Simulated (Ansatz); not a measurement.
NH₃ + `[Cl][Ag]` → `[NH3+][Ag-][Cl]`  (adduct formation)

Gas-phase electronic energies from Ansatz, PBE0-D4/def2-TZVP geometries. CCSD(T)/CBS is the MP2 limit (def2-TZVPP, def2-QZVPP) plus CCSD(T) − MP2 in def2-TZVPP, frozen cores. This one scheme is used for every species. Functionals use def2-TZVPP. B3LYP here is the variant with VWN-RPA as its local correlation; programs differ in this. def2 core potentials past Kr. For Ag outer-core shells are correlated without core-valence functions, which leaves a few kJ/mol of doubt a bond. One conformer a species, not always the lowest.

```csv
level,ΔE (kJ/mol)
r2SCAN-D4,-148.5
r2SCANh-D4,-145.3
B3LYP,-124.6
LC-ωPBE,-134.2
```

(1) What does CCSD(T)/CBS give? (An estimate is asked.)

Largest T1 diagnostic among the species: 0.018.

## Answers

(1) The calculation gave: -137.6 kJ/mol. The listed levels differ from it by -10.9, -7.7, 13.0, 3.4 kJ/mol.

In def2-TZVPP, CCSD(T) changes the Hartree–Fock value by −54.4 kJ/mol (the triples alone add −7.3 kJ/mol) and MP2 by −68.2 kJ/mol. The D4 term adds −8.3 kJ/mol with B3LYP and −4.4 kJ/mol with PBE0; it sums over pairs of atoms, weighted by their polarisabilities, and B3LYP, whose exchange is more repulsive, gets the larger term.
